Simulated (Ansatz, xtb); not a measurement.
**Two isomers of C6H6OSi**

Structure I: `C#CC1=C[Si@@H](O)C=C1`, a singlet. Structure II: `C#CC1=CC=C[Si@@H]1O`, a singlet. Both are isolated molecules in the gas phase, relaxed with PBE-D3(BJ)/def2-SVP; the shapes shown needn't be the lowest conformers.

I (Å):

```xyz
14

C    -2.0439   -2.0535    1.9770
C    -1.3532   -1.1284    1.5613
C    -0.5534   -0.0369    1.1118
C     0.0134    0.0620   -0.1344
C     0.4788    2.1271    1.5748
C    -0.2859    1.1124    2.0486
O     0.6385    2.7539   -1.4080
Si    1.0060    1.6642   -0.1780
H    -2.6503   -2.8754    2.3311
H    -0.1166   -0.7276   -0.8876
H     2.4825    1.4481   -0.3218
H    -0.3033    2.9943   -1.4629
H     0.7327    3.0028    2.1898
H    -0.7161    1.0703    3.0637
```

II (Å):

```yaml
atoms:
  - { symbol: C, position_ang: [-1.5169, -2.3448, 0.5251] }
  - { symbol: C, position_ang: [-0.8806, -1.2946, 0.6039] }
  - { symbol: C, position_ang: [-0.2200, -0.0547, 0.6897] }
  - { symbol: C, position_ang: [1.1225, 0.1482, 0.9045] }
  - { symbol: C, position_ang: [1.5855, 1.5498, 0.9664] }
  - { symbol: C, position_ang: [0.6537, 2.5340, 0.8168] }
  - { symbol: O, position_ang: [-2.2838, 2.0437, 1.5055] }
  - { symbol: Si, position_ang: [-0.9947, 1.6842, 0.4899] }
  - { symbol: H, position_ang: [-2.0634, -3.2743, 0.4550] }
  - { symbol: H, position_ang: [1.8392, -0.6810, 1.0262] }
  - { symbol: H, position_ang: [2.6596, 1.7494, 1.1262] }
  - { symbol: H, position_ang: [0.9159, 3.6016, 0.8404] }
  - { symbol: H, position_ang: [-1.5341, 1.9129, -0.8881] }
  - { symbol: H, position_ang: [-2.1118, 1.8976, 2.4523] }
```

**Question.** Estimate E(II) − E(I) at the level CCSD(T)/def2-SVP + ΔMP2/def2-TZVPP.

**Answer.** CCSD(T)/def2-SVP + ΔMP2/def2-TZVPP gives E(II) − E(I) = −0.77 kcal/mol, slightly favouring structure II, which is too small a margin to settle the true order.

The same difference at several levels:

```
                             level             geometry  E(II) − E(I) (kcal/mol)  departure from the last row (kcal/mol)  job, with rough time for the two
                          GFN2-xTB             GFN2-xTB                     −1.97                                   −1.20              optimisation, 0.23 s
                         HF/STO-3G             GFN2-xTB                     −1.00                                   −0.22              single point, 0.72 s
                r2SCAN-D4/def2-SVP             GFN2-xTB                     −2.77                                   −2.00                 single point, 9 s
               PBE-D3(BJ)/def2-SVP  PBE-D3(BJ)/def2-SVP                     −3.10                                   −2.32                optimisation, 62 s
                       HF/def2-SVP  PBE-D3(BJ)/def2-SVP                     −0.87                                   −0.09           part of the CCSD(T) run
                      MP2/def2-SVP  PBE-D3(BJ)/def2-SVP                     −1.17                                   −0.39           part of the CCSD(T) run
                  CCSD(T)/def2-SVP  PBE-D3(BJ)/def2-SVP                     −0.90                                   −0.13                      single point
CCSD(T)/def2-SVP + ΔMP2/def2-TZVPP  PBE-D3(BJ)/def2-SVP                     −0.77                                                     single point, 3.4 min
```

As drawn, both hold the same kinds of bond in the same numbers.

The largest departure from CCSD(T)/def2-SVP + ΔMP2/def2-TZVPP is that of PBE-D3(BJ)/def2-SVP, 2.32 kcal/mol. The last row adds to CCSD(T) the change of the MP2 difference between the two basis sets, here +0.13 kcal/mol.

With thermal terms from frequencies at re-optimised GFN2-xTB minima (ideal gas, soft modes damped towards free rotors, one conformer each, 298.15 K, 1 atm): the zero-point term adds −0.03 kcal/mol; ΔH is −0.75 and ΔG −0.86 kcal/mol.

The correlated steps freeze 12 core orbitals. Programs: Ansatz 0.2.0, xtb 6.7.1; the last row on 2 threads of Arm Neoverse V1 on a shared host.
